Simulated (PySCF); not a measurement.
C4H5F, SMILES C#C[C@H](C)F.

Geometry optimised at PBE0-D3(BJ)/def2-SVP. The structure was generated by enumeration; whether it is a known compound was not checked.

Two levels are set side by side: TDDFT-PBE/def2-SVPD (PySCF) and TDDFT-LC-ωPBE/def2-SVPD (PySCF). Vertical, same geometry. The lowest singlet is HOMO→LUMO 99 % with PBE and HOMO→LUMO+1 63 %, HOMO→LUMO 20 % with the other functional; states are paired by order. Differences are taken from unrounded values.

```csv
quantity,TDDFT-LC-ωPBE,TDDFT-PBE,TDDFT-PBE minus TDDFT-LC-ωPBE
lowest singlet excitation (eV),6.27,6.10,-0.17
lowest triplet excitation (TDA) (eV),5.13,5.23,0.10
first bright state (f over 0.05) (eV),8.49,7.13,-1.36
its oscillator strength,0.07,0.06,-0.01
```

Rough cost on one machine, each run with all the roots and properties that it gave: TDDFT-LC-ωPBE against TDDFT-PBE about 6 times.
